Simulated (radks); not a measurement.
Valence configurations of Er3+ (all share [Xe]). Method: scalar-relativistic Kohn-Sham, SCAN, spin-polarised, spherical densities, finite nucleus; open shells are filled with parallel spins first (spin-orbit coupling, left out, can overturn this in heavy ions); meta-GGA in the generalised Kohn-Sham scheme; Fermi nuclear charge, rms radius 5.2516 fm; computed with a radial shooting solver on a logarithmic mesh with Libxc functionals. Energies are relative to 4f11; eigenvalues in eV for spin up.

valence,E (eV),moment (Bohr magnetons),e(4f),e(5d),e(6p)
4f11,0.000,3,-36.840,-,-
4f10.5 5d0.5,4.888,4,-40.790,-26.146,-
4f10 6p1,19.902,5,-49.454,-,-21.016
4f10 5d1,10.771,5,-44.912,-27.376,-
4f9 5d1 6p1,36.738,7,-58.363,-32.839,-21.727
4f8 5d2 6p1,58.575,9,-67.806,-35.218,-22.307
4f8 5d1.5 6p1.5,65.152,9,-70.236,-36.799,-23.297

NIST lists [Xe] 4f11 as the ground configuration; this level of theory agrees among the configurations tried. The energies are those of spherical high-spin densities, not of single terms. No valid solution was reached for [Xe] 4f10 6s1; [Xe] 4f9 6s2; [Xe] 4f8 5d1 6s2.
